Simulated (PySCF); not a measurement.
**Two-component Hartree-Fock for Gd²⁺ (gadolinium, charge +2)**

Start: [Xe] 4f7 5d1; 4f5/2 filled at m_j = -5/2, -3/2, -1/2, +1/2, +3/2, +5/2; 4f7/2 filled at m_j = +7/2; 5d3/2 filled at m_j = -3/2. Calculated with PySCF 2.14 in x2c-TZVPPall-2c: generalised Hartree-Fock with the X2C-1e Hamiltonian and a Gaussian nucleus; one run each with spin-orbit coupling (SO) switched off, then screened by Boettger's factors.

```json
{"spinor shell": "1s1/2", "electrons": "2", "ε, spin-free (eV)": "-50510.2", "ε, screened SO (eV)": "-50500.7", "weight of nominal j (screened SO)": "1.000", "rms radius, screened SO (bohr)": "0.0249"}
{"spinor shell": "2s1/2", "electrons": "2", "ε, spin-free (eV)": "-8471.9", "ε, screened SO (eV)": "-8469.0", "weight of nominal j (screened SO)": "1.000", "rms radius, screened SO (bohr)": "0.101"}
{"spinor shell": "2p1/2", "electrons": "2", "ε, spin-free (eV)": "-7535.5", "ε, screened SO (eV)": "-8025.9", "weight of nominal j (screened SO)": "1.000", "rms radius, screened SO (bohr)": "0.0864"}
{"spinor shell": "2p3/2", "electrons": "4", "ε, spin-free (eV)": "-7535.5", "ε, screened SO (eV)": "-7325.4", "weight of nominal j (screened SO)": "1.000", "rms radius, screened SO (bohr)": "0.0928"}
{"spinor shell": "3s1/2", "electrons": "2", "ε, spin-free (eV)": "-1939.1", "ε, screened SO (eV)": "-1938.1", "weight of nominal j (screened SO)": "1.000", "rms radius, screened SO (bohr)": "0.260"}
{"spinor shell": "3p1/2", "electrons": "2", "ε, spin-free (eV)": "-1643.0", "ε, screened SO (eV)": "-1745.6", "weight of nominal j (screened SO)": "1.000", "rms radius, screened SO (bohr)": "0.252"}
{"spinor shell": "3p3/2", "electrons": "4", "ε, spin-free (eV)": "-1643.0", "ε, screened SO (eV)": "-1598.4", "weight of nominal j (screened SO)": "1.000", "rms radius, screened SO (bohr)": "0.265"}
{"spinor shell": "3d3/2", "electrons": "4", "ε, spin-free (eV)": "-1250.8", "ε, screened SO (eV)": "-1269.7", "weight of nominal j (screened SO)": "0.994", "rms radius, screened SO (bohr)": "0.237"}
{"spinor shell": "3d5/2", "electrons": "6", "ε, spin-free (eV)": "-1250.8", "ε, screened SO (eV)": "-1237.3", "weight of nominal j (screened SO)": "0.996", "rms radius, screened SO (bohr)": "0.241"}
{"spinor shell": "4s1/2", "electrons": "2", "ε, spin-free (eV)": "-424.37", "ε, screened SO (eV)": "-424.05", "weight of nominal j (screened SO)": "1.000", "rms radius, screened SO (bohr)": "0.588"}
{"spinor shell": "4p1/2", "electrons": "2", "ε, spin-free (eV)": "-324.14", "ε, screened SO (eV)": "-348.51", "weight of nominal j (screened SO)": "0.966", "rms radius, screened SO (bohr)": "0.605"}
{"spinor shell": "4p3/2", "electrons": "4", "ε, spin-free (eV)": "-324.14", "ε, screened SO (eV)": "-313.33", "weight of nominal j (screened SO)": "0.983", "rms radius, screened SO (bohr)": "0.633"}
{"spinor shell": "4d3/2", "electrons": "4", "ε, spin-free (eV)": "-182.10", "ε, screened SO (eV)": "-188.18", "weight of nominal j (screened SO)": "0.725", "rms radius, screened SO (bohr)": "0.684"}
{"spinor shell": "4d5/2", "electrons": "6", "ε, spin-free (eV)": "-182.10", "ε, screened SO (eV)": "-177.74", "weight of nominal j (screened SO)": "0.817", "rms radius, screened SO (bohr)": "0.690"}
{"spinor shell": "5s1/2", "electrons": "2", "ε, spin-free (eV)": "-74.061", "ε, screened SO (eV)": "-73.963", "weight of nominal j (screened SO)": "1.000", "rms radius, screened SO (bohr)": "1.44"}
{"spinor shell": "5p1/2", "electrons": "2", "ε, spin-free (eV)": "-47.096", "ε, screened SO (eV)": "-51.590", "weight of nominal j (screened SO)": "0.859", "rms radius, screened SO (bohr)": "1.61"}
{"spinor shell": "5p3/2", "electrons": "4", "ε, spin-free (eV)": "-47.096", "ε, screened SO (eV)": "-44.979", "weight of nominal j (screened SO)": "0.929", "rms radius, screened SO (bohr)": "1.70"}
{"spinor shell": "4f5/2", "electrons": "6", "ε, spin-free (eV)": "-36.407", "ε, screened SO (eV)": "-36.355", "weight of nominal j (screened SO)": "0.552", "rms radius, screened SO (bohr)": "0.925"}
{"spinor shell": "4f7/2", "electrons": "1", "ε, spin-free (eV)": "-36.407", "ε, screened SO (eV)": "-35.639", "weight of nominal j (screened SO)": "1.000", "rms radius, screened SO (bohr)": "0.921"}
{"spinor shell": "5d3/2", "electrons": "1", "ε, spin-free (eV)": "-19.822", "ε, screened SO (eV)": "-19.953", "weight of nominal j (screened SO)": "0.877", "rms radius, screened SO (bohr)": "2.52"}
```

```csv
quantity,spin-free,screened SO
E (hartree),-11262.99320,-11270.31388
M_J,2,2
⟨J²⟩,10.014,9.630
⟨L²⟩,6.008,6.033
⟨S²⟩,20.006,19.829
```

The determinant has a definite M_J but mixes levels of different J.

Each row is a mean over spinors that exchange with the open shell spreads, by up to 19.523 eV (4d5/2).

Rows whose weight is well below 1 are mixtures of j = l ± 1/2: exchange outweighs spin-orbit coupling there, and the label is only the starting occupation.

Breit and QED terms are absent; they matter most for the inner s and p1/2 levels.

Densities and radii are taken from the X2C orbitals without a picture-change correction, which distorts them close to the nucleus.

Without spin-orbit coupling the j labels of p, d and f shells carry no meaning; the spin-free column gives the mean over the occupied spinors of each nl shell, and its ⟨J²⟩ belongs to a mixture of degenerate components.
